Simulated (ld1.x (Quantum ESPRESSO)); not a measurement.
Results of a calculation; reference values are marked as such.
Pseudopotentials across the periodic table

Generated with ld1.x 7.5 (TM, RRKJ, ultrasoft, PAW), atompaw 4.2 or ONCVPSP 4.0.1. The cutoff is in Ry: for ld1.x and atompaw files where the sum of valence levels is converged to 10 mRy in a Bessel basis, for ONCV files where the hardest occupied wave has 1 mHa per electron of residual kinetic energy. The error is the largest all-electron minus pseudo excitation energy over each file’s own four to seven test configurations (ionisations up to +4, promotions, holes and added fractions of an electron), all of which were solved. The labels leave out finer settings (local radius, basis sizes, second energies), which also bear on the numbers. Spin-polarised tests are not counted. The rows are a selection from randomly drawn settings: files with unsolved tests, undetermined cutoffs or missed reference levels are left out.

A true bound ghost makes a file unfit for plane-wave use even where its test errors are small: the radial tests pick states by their node count and pass the ghost by.

| element | potential | cutoff (Ry) | largest error (meV) | bound ghosts |
| --- | --- | --- | --- | --- |
| C | TM semilocal, PBE, scalar-relativistic, rc 1.25/1.75/1.40 (spd), local p, core correction no, reference 2s2 2p1.75 | 35 | +439 | none |
| Ca | TM, PBE, scalar-relativistic, rc 3.20/1.20/2.50 (spd), local d, core correction yes, reference 3p6 3d0 4s2 4p0 | 60 | -213 | s |
| Fe | ultrasoft, PBE, scalar-relativistic, rc 2.10/3.00/1.95 (spd), local smoothed, core correction no, reference 3d6 4s2 4p0 | 30 | +203 | none |
| Cd | TM, BP86, scalar-relativistic, rc 1.85/3.65/1.90/3.00 (spdf), local s, core correction yes, reference 4d10 5s2 5p0 | 60 | -224 | none |
| Sb | TM, PBE, scalar-relativistic, rc 2.05/1.75/1.85 (spd), local s, core correction yes, reference 5s2 5p3 | 35 | -506 | d |
| Xe | TM, LDA (PZ), scalar-relativistic, rc 1.65/1.85 (sp), local s, core correction yes, reference 5s2 5p6 | 35 | -64 | none |
| Ba | PAW, PBEsol, scalar-relativistic, rc 2.50/3.10/3.60/3.60 (spdf), local smoothed, core correction yes, reference 5s2 5p6 5d0 6s1 6p1 | 10 | -1.7 | none |

Task: Fill in the row for Bi: TM, PBEsol, scalar-relativistic, rc 1.75/1.80/1.45 (spd), local s, core correction yes, reference 5d10 6s2 6p3.

Result: cutoff 60 Ry, largest error -61 meV, bound ghosts: none.

Task: Fill in the row for Mo: TM, LDA (PZ), scalar-relativistic, rc 1.68/2.38/2.56 (spd), local p, core correction yes, reference 4s2 4p6 4d3 5s0 5p0.

Result: cutoff 50 Ry, largest error +930 meV, bound ghosts: none.
